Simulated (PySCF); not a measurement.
CH₅Cl₃Si₂, SMILES [SiH2](C)[Si](Cl)(Cl)Cl (CAM-B3LYP/def2-SVP optimised geometry):

```
11

Si    -1.202    -1.689     1.994
Cl    -0.549    -3.646     2.077
Cl    -3.265    -1.710     2.081
Cl    -0.497    -0.702     3.657
Si    -0.501    -0.704     0.000
C     -1.202    -1.688    -1.436
H     -0.988     0.704     0.000
H      0.988    -0.704     0.000
H     -0.893    -1.253    -2.398
H     -2.302    -1.696    -1.397
H     -0.851    -2.729    -1.398
```

Computed with PySCF with CAM-B3LYP/def2-TZVP.

Task: What are the frontier orbital energies and the dipole moment?

Result: HOMO-2 -10.82 eV, HOMO-1 -10.51 eV, HOMO -9.62 eV, LUMO 0.52 eV, LUMO+1 0.81 eV; dipole moment 2.34 D.

On the same geometry PBE/def2-TZVP (PySCF) gives HOMO-2 -8.03 eV, HOMO-1 -7.73 eV, HOMO -7.14 eV, LUMO -1.38 eV, LUMO+1 -1.20 eV; dipole moment 2.24 D.

Meta-Löwdin charges at CAM-B3LYP/def2-TZVP: Si1 0.78, Cl2 -0.29, Cl3 -0.29, Cl4 -0.28, Si5 0.43, C6 -0.58, H7 -0.09, H8 -0.09, H9 0.13, H10 0.13, H11 0.13.
